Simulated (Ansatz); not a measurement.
Geometry optimisation, RKS PBE0-D4/6-31G* in Ansatz 0.2.0.

input.yaml

```yaml
crystal:
  periodic: [false, false, false]
  atoms:
    - { symbol: B, position_ang: [0.069413, -0.443223, 0.183777] }
    - { symbol: O, position_ang: [-0.935396, -0.920687, 1.008086] }
    - { symbol: H, position_ang: [-1.794121, -0.866201, 0.569884] }
    - { symbol: H, position_ang: [1.181378, -0.544609, 0.611033] }
    - { symbol: H, position_ang: [-0.181085, -0.052615, -0.922134] }
    - { symbol: O, position_ang: [-0.293932, 1.802437, 1.46114] }
    - { symbol: Si, position_ang: [0.975893, 2.618861, 2.169139] }
    - { symbol: H, position_ang: [2.059074, 1.695132, 2.610237] }
    - { symbol: H, position_ang: [1.491101, 3.539028, 1.125957] }
    - { symbol: H, position_ang: [0.537082, 3.411578, 3.354829] }
    - { symbol: H, position_ang: [-0.674906, 1.0512, 1.969852] }
basis:
  gaussian: { orbitals: "6-31G*" }
hamiltonian:
  xc: pbe0
  dispersion: d4
relax:
  f_tol: 0.03
  max_steps: 50
output:
  orbitals: {}
```

Launched with:

```bash
$ ansatz run input.yaml --threads 1 --pin off --max-ram 2048MiB --backend cpu --events-out ev --progress --plain --runs-dir out
```

Problem. Where does it end, and by what steps?

Solution. The forces met the threshold. After 7 steps the energy has fallen by 0.016 eV; H4 moved furthest, 0.05 Å.

```tsv
step	energy less start (eV)	largest force component (eV/Å)	accepted
0	0.0000	0.647	yes
1	-0.0134	0.228	yes
2	-0.0152	0.061	yes
3	-0.0156	0.040	yes
4	-0.0157	0.056	yes
5	-0.0158	0.040	yes
6	-0.0159	0.033	yes
7	-0.0164	0.014	yes
```

```xyz
11
Properties=species:S:1:pos:R:3
B 0.061 -0.432 0.209
O -0.957 -0.923 0.976
H -1.808 -0.837 0.528
H 1.163 -0.553 0.661
H -0.148 -0.019 -0.899
O -0.282 1.753 1.473
Si 0.979 2.611 2.154
H 2.094 1.720 2.588
H 1.452 3.539 1.099
H 0.530 3.394 3.342
H -0.650 1.037 2.010
```

Whether the end is a true minimum wasn't checked by a vibrational analysis.

Time of the run: 30 s on 1 thread of Arm Neoverse V1 (shared host), peak memory 0.15 GiB.
